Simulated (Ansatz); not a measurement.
C4H12O4Si, singlet, geometry from GFN2-xTB. Base run: SVWN5/def2-SVP (Ansatz, a program for electronic structure).

Ansatz was given this input:
Ansatz 0.2 input:
```yaml
crystal:
  periodic: [false, false, false]
  atoms:
    - {symbol: C, position_ang: [0.01132832, -2.16832170, -1.64339231]}
    - {symbol: O, position_ang: [-0.15947850, -0.79330200, -1.40874417]}
    - {symbol: Si, position_ang: [0.00000000, 0.00000000, -0.00000000]}
    - {symbol: O, position_ang: [-0.54059093, 1.50681021, -0.27677793]}
    - {symbol: C, position_ang: [-1.72004917, 1.88715583, -0.93944629]}
    - {symbol: O, position_ang: [-0.80554751, -0.88398526, 1.09953848]}
    - {symbol: C, position_ang: [-0.82335663, -0.71038489, 2.49397731]}
    - {symbol: O, position_ang: [1.50561694, 0.17047705, 0.58598362]}
    - {symbol: C, position_ang: [2.53207748, 0.99155076, 0.08886129]}
    - {symbol: H, position_ang: [-0.59501310, -2.75220609, -0.95040072]}
    - {symbol: H, position_ang: [1.05893449, -2.45127740, -1.52070063]}
    - {symbol: H, position_ang: [-0.30351537, -2.36603749, -2.66859220]}
    - {symbol: H, position_ang: [-1.69349030, 2.97103348, -1.05673554]}
    - {symbol: H, position_ang: [-2.59743634, 1.60321196, -0.35449886]}
    - {symbol: H, position_ang: [-1.77920041, 1.40987983, -1.91797425]}
    - {symbol: H, position_ang: [0.19287810, -0.67592774, 2.88753531]}
    - {symbol: H, position_ang: [-1.33613017, 0.21675195, 2.75869686]}
    - {symbol: H, position_ang: [-1.35788789, -1.55923627, 2.92173956]}
    - {symbol: H, position_ang: [2.87463202, 0.63131349, -0.88349737]}
    - {symbol: H, position_ang: [2.18133540, 2.01825400, -0.01916034]}
    - {symbol: H, position_ang: [3.35489356, 0.95424029, 0.80358818]}
basis:
  gaussian:
    orbitals: def2-SVP
hamiltonian:
  xc: {name: SVWN5}
```

Variants of this job, named by their change:

```
change                                  E (Eh)  core-seconds (rough)
----------------------------------  ----------  --------------------
base                                -744.94247                     6
functional = b3lyp5                 -749.44957                    20
functional = hf                     -746.55915                     5
functional = PBE0-DH                -749.03805                    30
functional = blyp; dispersion = d4  -749.60326                    10
functional = b3lyp                  -749.75522                    20
functional = revpbe                 -749.50482                     9
functional = cam_b3lyp              -749.55460                    10
functional = hse06                  -749.06913                    20
functional = wB97X                  -749.61404                    40
functional = blyp                   -749.56400                    10
functional = pbe0                   -749.09837                    20
functional = wB97X-V                -749.54944                    40
```

Total energies compare only within one method and basis.
